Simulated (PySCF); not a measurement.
# Electric field gradients and quadrupole coupling constants

Compound: C4H9ClO3Si.
Numbering: `[CH2:1]=[CH:2][CH2:3][O:4][Si:5]([OH:6])([OH:7])[CH2:8][Cl:9]` (hydrogens: H10, H11 on C1; H12 on C2; H13, H14 on C3; H15 on O6; H16 on O7; H17, H18 on C8)

Structure used (GFN2-xTB), in Å, numbered top down from 1:
```xyz
18
C4H9ClO3Si angstrom
C      3.0210   -1.3953   -0.9780
C      2.3304   -0.6580   -0.1300
C      1.1486    0.1788   -0.5091
O      0.1002   -0.0536    0.4063
Si    -1.3964    0.5628    0.4410
O     -1.4928    2.1476    0.7760
O     -2.1601   -0.2487    1.6172
C     -2.2529    0.4500   -1.2655
Cl    -1.9027   -1.1032   -2.0748
H      2.7692   -1.4421   -2.0247
H      3.8721   -1.9749   -0.6649
H      2.5824   -0.6261    0.9207
H      0.8153   -0.0633   -1.5233
H      1.4199    1.2432   -0.4770
H     -1.5346    2.4421    1.6828
H     -2.0784   -1.1983    1.6579
H     -1.9150    1.2305   -1.9428
H     -3.3350    0.5148   -1.1881
```

Field gradients from the PBE0/pcSseg-1 density (PySCF, non-relativistic), principal values in atomic units, ordered |Vxx| ≤ |Vyy| ≤ |Vzz|:

| atom | Vxx | Vyy | Vzz |
| --- | --- | --- | --- |
| O4 | -0.5335 | -1.1596 | 1.6931 |
| O6 | -0.4240 | -1.0707 | 1.4947 |
| O7 | -0.3758 | -1.1126 | 1.4884 |
| Cl9 | -1.9841 | -2.0210 | 4.0051 |

Find the asymmetry η = (Vxx − Vyy)/Vzz and the couplings χ = eQV/h (234.96 MHz × Q in barn × V in au), with Q(17O) = −0.0256 b, Q(35Cl) = −0.0817 b.

```tsv
atom	environment	nucleus	η	χzz (MHz)	χxx (MHz)	χyy (MHz)
O4	silyl ether oxygen	17O	0.37	-10.18	3.21	6.98
O6	silanol oxygen	17O	0.43	-8.99	2.55	6.44
O7	silanol oxygen	17O	0.50	-8.95	2.26	6.69
Cl9	alkyl chlorine	35Cl	0.01	-76.88	38.09	38.80
```

The gradient is axial or nearly so (η below 0.05) at Cl9. The tensor is traceless: Vxx + Vyy + Vzz = 0.

What is Vzz at O6 in SI units (1 au = 9.71736 × 10²¹ V/m²)?

1.4947 au = 14.525 × 10²¹ V/m².

Were the hydrogens deuterons (Q(2H) = 0.00286 b), χzz would run from 190 kHz (H14) to 342 kHz (H16 and H15).

Geometry: GFN2-xTB, one conformer, isolated molecule. GFN2-xTB bond lengths can be off by several hundredths of an ångström, more for odd bonds, and the gradients follow them. A larger basis could move these couplings by a tenth or more.

The run behind these numbers computed NMR shieldings as well. The run took 74 s (with the writing of density and orbital grids) on one thread, Intel Xeon at 2.70 GHz (x86_64), no GPU, shared host with 64 logical CPUs at a one-minute load of 62, and the process peaked at 0.91 GiB of memory.
